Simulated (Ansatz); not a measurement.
```yaml
crystal:
  periodic: [false, false, false]
  atoms:
    - {symbol: B, position_ang: [-1.224960, 0.543297, -0.666123]}
    - {symbol: C, position_ang: [0.263986, 0.463663, -0.925693]}
    - {symbol: Sn, position_ang: [0.696074, -0.624354, 0.944593]}
    - {symbol: H, position_ang: [-1.952070, -0.346358, -1.011802]}
    - {symbol: H, position_ang: [-1.684255, 1.448875, -0.026866]}
    - {symbol: H, position_ang: [0.868521, 1.365674, -0.836785]}
    - {symbol: H, position_ang: [0.634193, -0.208310, -1.699235]}
    - {symbol: H, position_ang: [1.419405, -2.104163, 0.508344]}
    - {symbol: H, position_ang: [-0.707156, -0.929105, 1.865242]}
    - {symbol: H, position_ang: [1.769364, 0.339681, 1.851325]}
basis:
  gaussian: {orbitals: def2-TZVP}
hamiltonian: {xc: {name: PBE1PBE}, dispersion: rvv10}
```

```sh
$ ansatz run in.yaml --threads 2 --pin off --events-out ev --progress --plain --max-ram 4352MiB
```

It prints (some lines left out):

```
Error: YAML parse error: error: line 16 column 19: hamiltonian.xc: no functional is named "PBE1PBE"; the names, which are not case-sensitive, are SVWN5, SPW92, PBE, PBE0, PBEsol, revPBE, revPBE0, RPBE, rPW86-PBE, HSE06, wPBEh, LC-wPBE, HISS, HF, BLYP, B3LYP, B3LYP5, BHLYP, CAM-B3LYP, r2SCAN, r2SCANh, r2SCAN0, r2SCAN50, m-r2SCAN, B97, wB97, wB97X, wB97X-V, B97M-V, wB97M-V, B2PLYP, B2GP-PLYP, PBE0-DH, PBE-QIDH
14 | basis:
15 |   gaussian: {orbitals: def2-TZVP}
16 | hamiltonian: {xc: {name: PBE1PBE}, dispersion: rvv10}
```

(1) What is wrong with this run?

Answers

(1) The method's name isn't one that the program takes here. The program refused the input.

HSE06 is defined as in plane-wave codes.
